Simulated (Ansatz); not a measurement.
Program: Ansatz. Geometries: PBE0-D4/def2-TZVP. ΔE: electronic, gas phase. CCSD(T)/CBS adds triple-zeta CCSD(T) − MP2 to the extrapolated MP2 energy (def2 sets, frozen cores). DFT in def2-TZVPP. One conformer a species, not always the lowest.

`[CH3][Al]([CH3])[CH2]O` → `CC(C)[O][AlH2]`  (isomerisation)

`[CH3][Al]([CH3])[CH2]O`:

Z-matrix (Å, degrees):
```
C
Al 1 1.960
H 1 1.097 2 111.3
H 1 1.093 2 112.8 3 120.3
H 1 1.096 2 111.5 3 -118.6
C 2 1.955 1 122.4 3 -114.1
C 2 1.979 1 116.4 3 65.1
H 6 1.095 2 111.2 1 51.9
H 6 1.093 2 113.3 1 173.5
H 6 1.096 2 110.6 1 -65.8
O 7 1.431 2 115.6 1 10.5
H 7 1.104 2 111.1 1 -115.9
H 7 1.098 2 108.7 1 130.0
H 11 0.959 7 108.7 2 -32.8
```

`CC(C)[O][AlH2]`:

Cartesian coordinates in Å:
```
C 0.070 0.731 1.575
C 0.613 0.054 0.331
C 0.139 -1.382 0.217
O 0.268 0.816 -0.796
Al -0.623 0.752 -2.220
H 0.412 1.767 1.622
H -1.023 0.730 1.561
H 0.403 0.213 2.477
H 1.710 0.053 0.393
H 0.541 -1.858 -0.681
H -0.954 -1.425 0.165
H 0.461 -1.964 1.083
H -0.613 2.074 -3.082
H -1.404 -0.561 -2.644
```

Q: Is it downhill or uphill in electronic energy at CCSD(T)/CBS, and by how much? (Best estimate.)

A: Ansatz gave: Downhill: ΔE = -24.7 kcal/mol.

Q: What do these levels give: PBE-QIDH, PBE0, HF/def2-SVP, SCS-MP2/def2-TZVPP, CCSD(T)/def2-TZVPP, SCS-MP2/def2-QZVPP? (Best estimate.)

A: Ansatz gave: PBE-QIDH -24.7, PBE0 -21.7, HF/def2-SVP -34.2, SCS-MP2/def2-TZVPP -27.5, CCSD(T)/def2-TZVPP -25.7, SCS-MP2/def2-QZVPP -26.9 kcal/mol.

Largest T1 diagnostic among the species: 0.012.

Leaving LDA and LC-ωPBE aside and taking each functional with its dispersion term where it has one, the values, not all of them listed here, spread over 8.2 kcal/mol, from B97M-V to PBE-D4. LDA lies −4.2 kcal/mol from PBE without D4. The D4 term adds −1.3 kcal/mol with B3LYP and −0.7 kcal/mol with PBE0; it sums over pairs of atoms, weighted by their polarisabilities, and B3LYP, whose exchange is more repulsive, gets the larger term. From BLYP to BHLYP (50 % exact exchange), in def2-TZVPP and without D4, ΔE moves by −5.0 kcal/mol.

B3LYP here is the variant with VWN-RPA as its local correlation; programs differ in this.
